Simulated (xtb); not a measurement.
C₂H₅I, charge +1, doublet, geometry from GFN2-xTB (a state made from the parent by changing its charge; the spin is typed, not shown lowest); xtb with GFN2-xTB with GBSA(water).

xtb was given this input:
```
$ xtb mol.xyz --gfn 2 --chrg 1 --uhf 1 --gbsa water --json

# file mol.xyz
8

C     -2.47872317    -0.30698683    -0.18935188
C     -1.15697557    -0.96081758    -0.39560285
I      0.61070332     0.21044122     0.09731135
H     -2.64557368    -0.00101957     0.84919800
H     -3.26426753    -1.00780463    -0.47616182
H     -2.59703766     0.61002780    -0.77682678
H     -1.04755767    -1.88176413     0.19730031
H     -0.99864680    -1.26599750    -1.44128263
```

What the program printed (banner, timings and long lists left out):

```
   ID    Z sym.   atoms
    1    6 C      1, 2
    2   53 I      3
    3    1 H      4-8

           -------------------------------------------------
          |                Calculation Setup                |
           -------------------------------------------------

           -------------------------------------------------
          |                 G F N 2 - x T B                 |
           -------------------------------------------------

      * Solvation model:               GBSA
        Solvent                        water
        Parameter file                 internal GFN2-xTB/GBSA
        Dielectric constant                8.0200E+01
        Reference state                gsolv [1 M gas/solution]
        Free energy shift                  1.8574E-03 Eh       1.1656E+00 kcal/mol
        Temperature                        2.9815E+02 K
        Density                            1.0000E+00 kg/L
        Solvent mass                       1.8000E+01 g/mol
        Interaction kernel             Still
        Born radius scaling (c1)           1.5524E+00
        Born radii integrator          GBOBC
        Born offset                        2.4628E-02 a0       4.6540E-02 AA
        H-bond correction              true
        Ion screening                  false
        Surface tension                    1.0000E-05 Eh       1.5569E+01 dyn/cm
        Grid points                               230 per atom

          ...................................................
          :                      SETUP                      :
          :.................................................:
          :  # basis functions                  23          :
          :  # atomic orbitals                  22          :
          :  # shells                           12          :
          :  # electrons                        19          :
          :  max. iterations                   250          :
          :  Hamiltonian                  GFN2-xTB          :
          :  restarted?                      false          :
          :  GBSA solvation                   true          :
          :  PC potential                    false          :
          :  electronic temp.          300.0000000     K    :
          :  accuracy                    1.0000000          :
          :  -> integral cutoff          0.2500000E+02      :
          :  -> integral neglect         0.1000000E-07      :
          :  -> SCF convergence          0.1000000E-05 Eh   :
          :  -> wf. convergence          0.1000000E-03 e    :
          :  Broyden damping             0.4000000          :
          :  net charge                          1          :
          :  unpaired electrons                  1          :
          ...................................................

 iter      E             dE          RMSdq      gap      omega  full diag
   1    -10.2192935 -0.102193E+02  0.406E+00    4.70       0.0  T
   2    -10.2035125  0.157810E-01  0.611E+00    4.38       1.0  T
   3    -10.2857075 -0.821950E-01  0.425E+00    4.68       1.0  T
   4    -10.2897015 -0.399393E-02  0.317E+00    4.69       1.0  T
   5    -10.2941966 -0.449518E-02  0.255E+00    4.74       1.0  T
   6    -10.3016548 -0.745819E-02  0.152E+00    4.80       1.0  T
   7    -10.3038426 -0.218782E-02  0.814E-01    4.80       1.0  T
   8    -10.3031725  0.670106E-03  0.580E-01    4.82       1.0  T
   9    -10.3035511 -0.378571E-03  0.537E-01    4.82       1.0  T
  10    -10.3039871 -0.435969E-03  0.544E-01    4.81       1.0  T
  11    -10.3040282 -0.410872E-04  0.348E-01    4.81       1.0  T
  12    -10.3040313 -0.308719E-05  0.716E-02    4.81       1.0  T
  13    -10.3040354 -0.409703E-05  0.557E-02    4.81       1.0  T
  14    -10.3040364 -0.102825E-05  0.304E-02    4.81       1.2  T
  15    -10.3040365 -0.933085E-07  0.421E-03    4.81       8.4  T
  16    -10.3040365 -0.784953E-09  0.136E-03    4.81      26.1  T
[...]
         :: total energy             -10.200778461146 Eh    ::
[...]
         5        2.0000           -0.5566974             -15.1485
         6        2.0000           -0.5370564             -14.6140
         7        2.0000           -0.4896871             -13.3251
         8        2.0000           -0.4874026             -13.2629
         9        1.9578           -0.4709716             -12.8158
        10        1.0422           -0.4650369             -12.6543 (HOMO)
        11                         -0.2881745              -7.8416 (LUMO)
        12                         -0.0684561              -1.8628
        13                         -0.0668004              -1.8177
        14                         -0.0448358              -1.2200
        15                         -0.0416284              -1.1328
        16                          0.0960721               2.6143
        17                          0.1004922               2.7345
        18                          0.1438496               3.9143
        19                          0.1709544               4.6519
        20                          0.2147712               5.8442
        21                          0.2311660               6.2903
        22                          0.2786442               7.5823
      -------------------------------------------------------------
                  HL-Gap            0.1768624 Eh            4.8127 eV
             Fermi-level           -0.4223050 Eh          -11.4915 eV

     #   Z          covCN         q      C6AA      α(0)
     1   6 C        3.816    -0.158    23.548     6.906
     2   6 C        3.776    -0.013    20.835     6.503
     3  53 I        1.037     0.157   360.661    32.783
     4   1 H        0.924     0.189     1.157     1.682
     5   1 H        0.924     0.156     1.353     1.819
     6   1 H        0.924     0.189     1.156     1.682
     7   1 H        0.932     0.240     0.914     1.495
     8   1 H        0.932     0.241     0.914     1.495

 Mol. C6AA /au·bohr⁶  :       1124.593033
 Mol. C8AA /au·bohr⁸  :      62599.652482
 Mol. α(0) /au        :         54.366585

Wiberg/Mayer (AO) data.
largest (>0.10) Wiberg bond orders for each atom

 ---------------------------------------------------------------------------
     #   Z sym  total        # sym  WBO       # sym  WBO       # sym  WBO
 ---------------------------------------------------------------------------
     1   6 C    3.943 --     2 C    1.108     5 H    0.938     4 H    0.863
                             6 H    0.863     3 I    0.145
     2   6 C    3.885 --     1 C    1.108     3 I    1.084     7 H    0.828
                             8 H    0.828
     3  53 I    1.502 --     2 C    1.084     1 C    0.145
     4   1 H    0.955 --     1 C    0.863
     5   1 H    0.975 --     1 C    0.938
     6   1 H    0.955 --     1 C    0.863
     7   1 H    0.931 --     2 C    0.828
     8   1 H    0.931 --     2 C    0.828
 ---------------------------------------------------------------------------

Topologies differ in total number of bonds
Writing topology from bond orders to xtbtopo.mol

molecular dipole:
                 x           y           z       tot (Debye)
 q only:       -2.812      -1.332      -0.585
   full:       -2.421      -1.150      -0.505       6.932
molecular quadrupole (traceless):
                xx          xy          yy          xz          yz          zz
 q only:        9.685       4.698      -3.082       2.273       1.734      -6.603
  q+dip:        8.423       4.611      -2.721       2.173       1.494      -5.702
   full:        8.811       5.278      -3.219       2.430       1.253      -5.591

           -------------------------------------------------
          | TOTAL ENERGY              -10.200778461146 Eh   |
          | GRADIENT NORM               0.008613113359 Eh/α |
          | HOMO-LUMO GAP               4.812669882741 eV   |
           -------------------------------------------------

normal termination of xtb
```
